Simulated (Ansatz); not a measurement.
Geometry optimisation, UKS PBE/def2-SVP (Ansatz).

Input file:

```yaml
crystal:
  periodic: [false, false, false]
  atoms:
    - { symbol: W, position_ang: [-0.334312, -0.422236, 0.233528] }
    - { symbol: F, position_ang: [-0.012773, -0.168858, 2.057323] }
    - { symbol: H, position_ang: [1.224029, 0.038796, -0.100216] }
    - { symbol: H, position_ang: [0.027697, 1.176727, -0.014383] }
    - { symbol: H, position_ang: [-1.610864, 0.413835, -0.522582] }
    - { symbol: H, position_ang: [0.465851, -1.58942, -0.72255] }
    - { symbol: H, position_ang: [0.066769, 0.143278, -1.329329] }
    - { symbol: F, position_ang: [0.173603, 0.407878, 4.318209] }
magnetization:
  spin_polarized: true
  initial_magnetization: 1
basis:
  gaussian: { orbitals: def2-SVP }
hamiltonian:
  xc: pbe
relax:
  f_tol: 0.03
  max_steps: 50
```

Launched with:

```bash
$ ansatz run input.yaml --threads 2 --pin off --max-ram 3072MiB --backend cpu --events-out ev --progress --plain --runs-dir out
```

Question: Where does it end, and by what steps?

Answer: It converged. After 9 steps the energy has fallen by 0.098 eV; F8 moved furthest, 1.05 Å.

```
step  energy less start (eV)  largest force component (eV/Å)  accepted
   0                  0.0000                           0.598       yes
   1                 -0.0165                           0.201       yes
   2                 -0.0368                           0.294       yes
   3                 -0.0537                           0.449       yes
   4                 -0.0736                           0.414       yes
   5                 -0.0812                           0.374       yes
   6                 -0.0923                           0.131       yes
   7                 -0.0953                           0.202       yes
   8                 -0.0975                           0.079       yes
   9                 -0.0977                           0.025       yes
```

```xyz
8
Properties=species:S:1:pos:R:3
W -0.443 -0.530 0.204
F -0.394 -0.640 2.095
H 1.125 -0.009 0.320
H -0.092 1.077 0.376
H -1.569 0.468 -0.596
H 0.559 -1.471 -0.807
H 0.261 0.325 -1.080
F 0.554 0.780 3.407
```

Whether the end is a true minimum wasn't checked by a vibrational analysis.

Run time: 36 s on 2 threads of Arm Neoverse V2 (shared host), peak memory 0.18 GiB.
